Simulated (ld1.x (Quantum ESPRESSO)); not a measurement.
What the settings do to the ultrasoft potential of Ge (Z = 32)

Base potential:

```
Element                 : Ge (Z = 32)
Generator               : ld1.x (Quantum ESPRESSO) 7.5
Type                    : ultrasoft
Functional              : PW91
Relativity              : scalar-relativistic
Frozen core             : [Ar]
Valence charge          : 14
Reference configuration : 3d10 4s2 4p2
Partial waves           : 4s (bound): rcut 1.35, rcutus 1.70 bohr; 4s channel at 0.05 Ry: rcut 1.35, rcutus 1.70 bohr; 4p (bound): rcut 1.50, rcutus 1.80 bohr; 4p channel at 0.05 Ry: rcut 1.50, rcutus 1.80 bohr; 3d (bound): rcut 0.70, rcutus 0.85 bohr; 3d channel at -1.8 Ry: rcut 0.70, rcutus 0.85 bohr
Local potential         : all-electron potential smoothed inside 0.65 bohr (lloc = -1)
Core correction         : a·sin(br)/r model core inside 0.40 bohr
Augmentation charge     : built from norm-conserving waves at rcut, not smoothed further
```

Cutoffs, loose and tight: the cutoffs (Ry, on a coarse ladder) from which the occupation-weighted sum of valence levels, in a spherical-Bessel basis at the reference potential, stays within 10 and 1 mRy of its value at 400 Ry. They do not see the model core or the augmentation charge, which bear on the density cutoff. Test errors are all-electron minus pseudo excitation energies from the reference, over the configurations 3d10 4s2 4p1; 3d10 4s2 4p0; 3d10 4s1 4p0; 3d10 4s0 4p0; 3d10 4s2 4p2.3; 3d9 4s2 4p2; 3d10 4s2 4p1.5. A dash means not determined; rows that change the core or the reference have their own tests. The largest error is taken over the tests solved by every variant that gives reliable tests at all: 3d10 4s0 4p0; 3d10 4s1 4p0; 3d10 4s2 4p0; 3d10 4s2 4p1; 3d10 4s2 4p2.3.

A true bound ghost makes a file unfit for plane-wave use even where its test errors are small: the radial tests pick states by their node count and pass the ghost by.

Cutoffs are not given where the Bessel-basis levels miss the radial ones by over 6 mRy, ghosts where they miss by over 20 mRy; a channel whose overlap is not positive is not tested.

A file whose overlap is not positive is unfit for use, and its test errors describe a broken file.

| change | outcome | cutoff, loose | cutoff, tight | bound ghosts | largest test error (meV) |
| --- | --- | --- | --- | --- | --- |
| base | generated, overlap not positive | – | – | p (s not tested, overlap not positive) | -86 |
| all radii but the core radius scaled by about 1.04 (s 1.78, p 1.88, d 0.88 bohr, rcut 1.42/1.56/0.74); local potential all-electron potential smoothed inside 0.68 bohr (lloc = -1) | generated, overlap not positive | – | – | p (s not tested, overlap not positive) | -91 |
| all radii but the core radius scaled by about 1.13 (s 1.92, p 2.04, d 0.96 bohr, rcut 1.52/1.70/0.80); local potential all-electron potential smoothed inside 0.74 bohr (lloc = -1) | generated, overlap not positive | – | – | p (s not tested, overlap not positive) | -90 |
| all radii but the core radius scaled by about 1.26 (s 2.14, p 2.26, d 1.06 bohr, rcut 1.70/1.88/0.88); local potential all-electron potential smoothed inside 0.82 bohr (lloc = -1) | generated, overlap not positive | – | – | p (s not tested, overlap not positive) | -87 |

Question: What comes out with this change to the base: all radii but the core radius scaled by about 0.90 (s 1.52, p 1.62, d 0.76 bohr, rcut 1.22/1.34/0.62); local potential all-electron potential smoothed inside 0.58 bohr (lloc = -1)?

Answer: outcome: generated; cutoff, loose: 300 Ry; cutoff, tight: over 300 Ry; bound ghosts: s, p; largest test error (meV): -59.

Question: What comes out with this change to the base: all radii but the core radius scaled by about 1.39 (s 2.36, p 2.50, d 1.18 bohr, rcut 1.88/2.08/0.98); local potential all-electron potential smoothed inside 0.90 bohr (lloc = -1)?

Answer: outcome: generated, overlap not positive; bound ghosts: not determined (overlap not positive); largest test error (meV): -95. A file whose overlap is not positive is unfit for use, and its test errors describe a broken file.

Reading the sweep of the scale of all radii but the core radius (base = 1) (base included, trends over the rows without a ghost): Bound ghosts are found at 0.9, 1, 1.04, 1.13, 1.26. Every judged row has one, so this setting neither creates nor removes them.
